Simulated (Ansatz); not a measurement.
Reaction (redistribution): `OB(Cl)O[SiH3]` + `N#[C][Sn]([F])([Cl])[Cl]` → `OB(F)O[SiH3]` + `N#[C][Sn]([Cl])([Cl])[Cl]`

Gas-phase electronic energies from Ansatz, PBE0-D4/def2-TZVP geometries. CCSD(T)/CBS is the MP2 limit (def2-TZVPP, def2-QZVPP) plus CCSD(T) − MP2 in def2-TZVPP, frozen cores. DFT in def2-TZVPP. def2 core potentials past Kr. For Sn outer-core shells are correlated without core-valence functions, which leaves a few kJ/mol of doubt a bond. Each species was taken in one conformer, which may not be the lowest.

`OB(Cl)O[SiH3]`:

Cartesian coordinates in Å:
```
O 0.239 0.653 -1.592
B 1.008 0.528 -0.483
Cl 2.682 1.118 -0.486
O 0.520 -0.043 0.631
Si -0.968 -0.690 0.977
H 0.688 1.075 -2.328
H -0.901 -1.154 2.381
H -1.247 -1.832 0.072
H -2.020 0.345 0.828
```

`N#[C][Sn]([F])([Cl])[Cl]`:

```xyz
6

N    -1.191    2.360    0.600
C    -0.670    1.369    0.330
Sn    0.245   -0.443   -0.134
F     1.499   -0.081   -1.501
Cl   -1.264   -1.936   -0.948
Cl    1.381   -1.269    1.654
```

`OB(F)O[SiH3]`:

```xyz
9

O    -0.631   -1.515   -0.646
B     0.099   -0.499   -1.176
F     0.481   -0.546   -2.454
O     0.451    0.568   -0.431
Si    0.161    0.955    1.152
H    -0.819   -2.217   -1.273
H     0.808    2.266    1.387
H     0.749   -0.071    2.046
H    -1.300    1.058    1.393
```

`N#[C][Sn]([Cl])([Cl])[Cl]`:

```xyz
6

N     1.101    2.112   -1.317
C     0.639    1.218   -0.759
Sn   -0.209   -0.402    0.251
Cl   -1.065   -1.862   -1.281
Cl   -1.872    0.365    1.613
Cl    1.406   -1.430    1.493
```

| level | ΔE (kJ/mol) |
| --- | --- |
| PBE0 | -93.2 |
| CCSD(T)/def2-TZVPP | -95.0 |

(1) What does CCSD(T)/CBS give? (An estimate is asked.)

(2) What do rigid-rotor, harmonic-oscillator terms from PBE0-D4/def2-TZVP frequencies (298.15 K, 1 bar) make of the CCSD(T)/CBS value? (Best estimate.)

Largest T1 diagnostic among the species: 0.013.

Answers

(1) Computed: -93.2 kJ/mol. The listed levels differ from it by 0.0, -1.8 kJ/mol.

(2) The calculation gave: ΔZPE = +2.0 kJ/mol, ΔH = -91.2 kJ/mol, ΔS = -10 J/(mol·K), ΔG = -88.1 kJ/mol.

At CCSD(T), def2-SVP lies −6.3 kJ/mol from the extrapolated value and def2-TZVPP −1.8 kJ/mol. From PBE to PBE0 (25 % exact exchange), in def2-TZVPP and without D4, ΔE moves by −9.2 kJ/mol.
